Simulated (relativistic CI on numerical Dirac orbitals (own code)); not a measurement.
Method of calculation: Dirac-Coulomb-Breit CI, KLI orbitals optimised for each configuration, a model potential for QED, unscaled Slater integrals (own radial code, finite nucleus).

The strongest absorption lines from the ground level of an ion, among the configurations computed and to levels below about 17000 eV (vacuum wavelength in Å, gf): 0.7323 (0.095), 0.7426 (0.063), 0.8507 (6.7e-05), 0.9482 (0.33), 0.9794 (0.0003), 0.9911 (0.27), 5.7062 (0.29), 54.811 (0.0085).

(1) Which ion is it?
A. Pt⁷²⁺
B. Hf⁶⁸⁺
C. Th⁸⁶⁺
D. Pt⁷⁴⁺

Results:

(1) D. Pt⁷⁴⁺ has 4 electrons and the ground level 2s² ¹S0; the strongest line goes to 2s3p ¹P°1. The pattern of lines fixes the number of electrons, and along that sequence the line energies rise steadily with the charge (about as its square where n changes within one kind of shell, about linearly where n is kept but much faster in heavy ions where fine structure, which grows about as Z⁴, sets the gap, and irregularly where shells cross), which fixes Z. Configurations outside the model, such as inner-shell arrays, can give stronger lines. At this charge energies of transitions that change n are usually good to better than 1 %, and those within a shell (Δn = 0) to a few per cent.

LS names give the leading component of a level, which can be under half, so a name can repeat, a term be missing and a line seem to break the LS rules.
